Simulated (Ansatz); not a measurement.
`[TeH][C]1=[CH][AlH]1`, charge 0, multiplicity 1.

Q: Give a relaxed structure at PBE0-D4/def2-TZVP (Ansatz 0.2.0). (Best estimate.)

A: Computed: 
Cartesian coordinates in Å:
```
Te 1.4483 0.2537 1.8592
C 0.2041 -0.0330 0.2138
C 0.1246 -1.1044 -0.6318
Al -1.0859 0.2077 -1.1134
H 0.8350 1.7548 2.2012
H 0.6905 -2.0334 -0.6287
H -2.2167 0.9545 -1.9002
```
Point group Cs.
